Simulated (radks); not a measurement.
Cl4+, configuration [Ne] 3s2 3p0.75 4f0.25 (fractional occupations, a model configuration). Calculated with a radial shooting solver on a logarithmic mesh with Libxc functionals: non-relativistic Kohn-Sham, exchange-only r2SCAN, spin-polarised, spherical densities, point nucleus; open shells are filled with parallel spins first; meta-GGA in the generalised Kohn-Sham scheme.

Normalised radial functions P(r) = r R(r), r in bohr:

r,3s up,3s down
0.002958,0.0395,0.0394
0.003389,0.0449,0.0448
0.003852,0.0506,0.0505
0.004413,0.0574,0.0573
0.005016,0.0646,0.0645
0.005747,0.0730,0.0729
0.006531,0.0819,0.0818
0.007483,0.0923,0.0922
0.008573,0.1037,0.1036
0.009744,0.1155,0.1153
0.01116,0.1290,0.1288
0.01269,0.1427,0.1425
0.01454,0.1581,0.1579
0.01652,0.1733,0.1731
0.01893,0.1900,0.1898
0.02169,0.2068,0.2066
0.02465,0.2223,0.2221
0.02824,0.2378,0.2375
0.03209,0.2506,0.2503
0.03677,0.2614,0.2611
0.04179,0.2677,0.2674
0.04788,0.2689,0.2686
0.05485,0.2628,0.2625
0.06234,0.2488,0.2485
0.07142,0.2235,0.2231
0.08118,0.1884,0.1881
0.093,0.1381,0.1378
0.1057,0.0782,0.0780
0.1211,0.0016,0.0015
0.1387,-0.0863,-0.0863
0.1577,-0.1758,-0.1758
0.1807,-0.2724,-0.2723
0.2053,-0.3576,-0.3574
0.2352,-0.4328,-0.4324
0.2674,-0.4798,-0.4791
0.3063,-0.4940,-0.4931
0.3509,-0.4626,-0.4614
0.3989,-0.3860,-0.3843
0.457,-0.2539,-0.2516
0.5194,-0.0867,-0.0839
0.595,0.1243,0.1273
0.6763,0.3401,0.3417
0.7748,0.5669,0.5669
0.8877,0.7635,0.7626
1.009,0.8965,0.8953
1.156,0.9643,0.9627
1.314,0.9535,0.9508
1.505,0.8665,0.8645
1.711,0.7302,0.7298
1.96,0.5554,0.5570
2.245,0.3804,0.3844
2.552,0.2401,0.2452
2.924,0.1310,0.1350
3.323,0.0656,0.0680
3.807,0.0272,0.0284
4.327,0.0102,0.0107
4.957,0.0030,0.0031
5.68,0.0007,0.0007
6.455,0.0001,0.0002
7.396,0.0000,0.0000
8.405,0.0000,0.0000
9.63,0.0000,0.0000
10.95,0.0000,0.0000
12.54,0.0000,0.0000

3s up: eigenvalue -76.096 eV, 2 radial nodes at r = 0.121, 0.550 bohr, <r> = 1.36 bohr, 90 % of the charge inside 1.99 bohr. 3s down: eigenvalue -73.688 eV, 2 radial nodes at r = 0.121, 0.549 bohr, <r> = 1.36 bohr, 90 % of the charge inside 2.00 bohr.
